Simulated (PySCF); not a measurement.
## EPR parameters of C4H12NSi2

Species: C4H12NSi2 (doublet state).
Cartesian coordinates in Å at the GFN2-xTB level; atoms count from 1:
```
atom  x, y, z in Å
Si1   -3.0558    0.6174    0.0698
Si2   -1.6169   -1.1422    0.4458
N3    -0.2281   -0.9176   -0.5583
C4     0.5121    0.3154   -0.6263
C5     1.4052    0.5135    0.5940
C6     2.7189    1.1349    0.4961
C7     2.6806   -0.3077    0.7415
H8    -2.7955    1.7649    0.9488
H9    -3.0126    1.1527   -1.2954
H10   -4.4458    0.2236    0.3171
H11   -2.0788   -2.4675    0.0149
H12   -1.2880   -1.2857    1.8821
H13    0.3873   -1.7123   -0.6573
H14    1.1265    0.3172   -1.5332
H15   -0.2021    1.1410   -0.6931
H16    0.8244    0.6535    1.5000
H17    3.1702    1.6852   -0.3021
H18    2.9173   -0.6837    1.7277
H19    2.9715   -0.9936   -0.0493
```

The hyperfine couplings belong to this conformer and change with its torsions.

As a line formula: `[SiH3][SiH2]NC[C@@H]1[CH]C1` [radical].

Method: UKS B3LYP, pcH-1 on C H N Si, non-relativistic, mean-field spin-orbit, GIAO in PySCF. Geometry: GFN2-xTB, one conformer, isolated molecule. Couplings are sensitive to structure, and on GFN2-xTB geometries they can be far from those on DFT ones. Stability of the SCF solution: not tested.

- g1, g2, g3: 2.00217, 2.00279, 2.00293
- g_iso: 2.00263
- Form of g: rhombic: the two nearest values differ by 18 % of g3 − g1
- ⟨S²⟩: 0.7531 (exact 0.7500)
- HOMO–LUMO gap, α and β orbitals: 5.52, 4.48 eV
- Total energy: -793.32246 Eh
- Basis functions: 315

Hyperfine couplings atom by atom, in MHz; T1 to T3 are the principal values of the dipolar part; ρ(0) is the spin density at the nucleus:

| atom | isotope | a_iso | of which spin–orbit | T1 | T2 | T3 | Mulliken spin population | ρ(0) (bohr⁻³) |
| --- | --- | --- | --- | --- | --- | --- | --- | --- |
| Si1 | 29Si | 0.0 | 0.0 | -0.2 | 0.1 | 0.1 | 0.00 | -0.0001 |
| Si2 | 29Si | 1.0 | 0.0 | -0.2 | 0.1 | 0.1 | 0.00 | -0.0011 |
| N3 | 14N | 1.0 | 0.0 | -1.1 | -1.0 | 2.1 | 0.01 | 0.0030 |
| C4 | 13C | 27.9 | 0.0 | -3.0 | -2.9 | 5.9 | 0.02 | 0.0248 |
| C5 | 13C | -21.0 | 0.0 | -5.3 | -1.0 | 6.3 | -0.03 | -0.0187 |
| C6 | 13C | 287.2 | -0.1 | -74.8 | -70.9 | 145.7 | 0.96 | 0.2555 |
| C7 | 13C | -19.9 | 0.0 | -5.1 | -0.3 | 5.3 | -0.03 | -0.0177 |
| H8 | 1H | 0.2 | 0.0 | -0.5 | -0.4 | 0.9 | 0.00 | 0.0000 |
| H9 | 1H | 0.0 | 0.0 | -0.4 | -0.3 | 0.7 | 0.00 | 0.0000 |
| H10 | 1H | -0.1 | 0.0 | -0.2 | -0.2 | 0.4 | 0.00 | 0.0000 |
| H11 | 1H | 3.1 | 0.0 | -0.4 | -0.4 | 0.8 | 0.00 | 0.0007 |
| H12 | 1H | 3.2 | 0.0 | -0.8 | -0.6 | 1.4 | 0.00 | 0.0007 |
| H13 | 1H | -0.3 | 0.0 | -2.5 | -0.4 | 2.9 | 0.00 | -0.0001 |
| H14 | 1H | -1.9 | 0.0 | -4.0 | -2.0 | 6.0 | 0.00 | -0.0004 |
| H15 | 1H | -1.9 | 0.0 | -2.6 | -1.8 | 4.4 | 0.00 | -0.0004 |
| H16 | 1H | 77.8 | 0.0 | -6.2 | -4.0 | 10.2 | 0.03 | 0.0174 |
| H17 | 1H | -12.4 | 0.0 | -33.5 | -3.7 | 37.1 | -0.02 | -0.0028 |
| H18 | 1H | 82.8 | 0.0 | -6.3 | -4.0 | 10.3 | 0.03 | 0.0185 |
| H19 | 1H | 50.7 | 0.0 | -5.4 | -2.1 | 7.4 | 0.02 | 0.0113 |

The largest Mulliken spin population is on C6 (+0.96). The angles at C6 add up to 323.5°, so it is pyramidal.

Axes: g3 points within 9° of the C6–H17 bond.

Under fast tumbling the dipolar parts average out, and these isotropic splittings remain (the largest six): 1 × 1H (H18, I = 1/2, 2 lines) with 2.95 mT, 1 × 1H (H16, I = 1/2, 2 lines) with 2.77 mT, 1 × 1H (H19, I = 1/2, 2 lines) with 1.81 mT, 1 × 1H (H17, I = 1/2, 2 lines) with 0.44 mT, 1 × 1H (H12, I = 1/2, 2 lines) with 0.11 mT and 1 × 1H (H11, I = 1/2, 2 lines) with 0.11 mT.

The 13C coupling of C6 (287.2 MHz) shows only in satellite lines or after enrichment, since that isotope makes up about 1.07 % of natural carbon.
